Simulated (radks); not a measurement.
The numbers below are computed, except where a source is named.
Problem. Neutral chromium, [Ar] 3d5 4s1. Level of theory: non-relativistic Kohn-Sham, exchange-only LDA, spin-polarised, spherical densities, point nucleus (a radial shooting solver on a logarithmic mesh with Libxc functionals). Every spin shell is full or empty, so the densities are truly spherical. Functionals are evaluated on that one density, not self-consistently. Rank these exchange functionals by their error against the exact value of the orbitals, and give that value: LDA, B88, PBE, RPBE, WC, AM05, EV93, APBE, TPSS, r2SCAN, MS2, Tao-Mo, TASK.

Solution. Exact: -47.5033 hartree. From best to worst, with 100 (|E| - |E exact|)/|E exact| (equal figures are ties): Tao-Mo -0.09, MS2 +0.12, PBE -0.14, RPBE +0.25, r2SCAN +0.25, B88 +0.38, TPSS +0.41, EV93 +0.84, APBE +0.86, WC -0.91, TASK -2.60, AM05 -5.71, LDA -6.39.
